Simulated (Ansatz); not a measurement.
**Four-centre ligand exchange**

Start structure (Si$_{2}$NH$_{8}$Cl, singlet), relaxed at PBE0-D4/def2-TZVP:

| atom | x (Å) | y (Å) | z (Å) |
| --- | --- | --- | --- |
| Si1 | -1.3446 | -1.1311 | 0.2016 |
| Cl2 | -0.1197 | -2.4279 | -0.8511 |
| H3 | -2.6603 | -1.7993 | 0.2887 |
| H4 | -1.3804 | 0.1162 | -0.5927 |
| N5 | -0.8267 | -0.7548 | 1.7762 |
| H6 | 1.1022 | 0.6660 | -2.2195 |
| Si7 | 1.4521 | 1.5178 | -1.0580 |
| H8 | -0.9116 | -1.4324 | 2.5167 |
| H9 | -0.0259 | -0.1590 | 1.9151 |
| H10 | 1.5132 | 0.6806 | 0.1691 |
| H11 | 2.7779 | 2.1511 | -1.2728 |
| H12 | 0.4239 | 2.5729 | -0.8737 |

The step: SiNH₄Cl ([NH2][SiH2][Cl]) + SiH₄ → Si₂NH₇ ([NH2][SiH2][SiH3]) + HCl; bonds formed: Si1–Si7, Cl2–H6; bonds broken: Si1–Cl2, H6–Si7. Ansatz 0.2.0; basis: def2-TZVPP and def2-QZVPP; cores frozen in the correlated methods. Extrapolation: Hartree–Fock as exp(−7.88 √X), correlation as X^−2.97. Energies below are by CCSD(T) at an estimated basis limit (MP2 extrapolated from triple and quadruple zeta, plus CCSD(T) − MP2 in triple zeta).

Question: What are the electronic barrier and the energy of the step, from the start structure to the end structure? (Judge from chemistry; the value comes from the calculation.)

Answer: Computed: Barrier 241.0 kJ/mol; step energy 116.2 kJ/mol (uphill); reverse barrier, their difference, 124.8 kJ/mol. Barrier and step energy count from the start structure, the reverse barrier from the end structure.

The saddle point: One imaginary mode of 755i cm⁻¹.
```tsv
pair	start (Å)	saddle (Å)	end (Å)
Si1–Si7	4.05	2.56	2.36
Cl2–H6	3.60	1.73	1.29
Si1–Cl2	2.07	2.68	4.02
H6–Si7	1.48	1.75	2.98
```

Zero-point energy (harmonic, PBE0-D4): ZPE is 202.4 kJ/mol at the start and 198.4 kJ/mol at the saddle, so the barrier goes from 241.0 to 237.1 kJ/mol.

T1 diagnostic: at most 0.014.

Labels in which every atom is bracketed show which atoms are joined, not bond orders.

For scale, one of the runs: CCSD(T)/def2-TZVPP, 269 basis functions, launched by `ansatz run in.yaml --threads 4 --pin off --events-out ev --progress --plain --max-ram 9574MiB`. Hardware: 4 CPU threads of an Intel Xeon, shared host. Wall time 2.9 min; peak host memory 6.3 GiB.
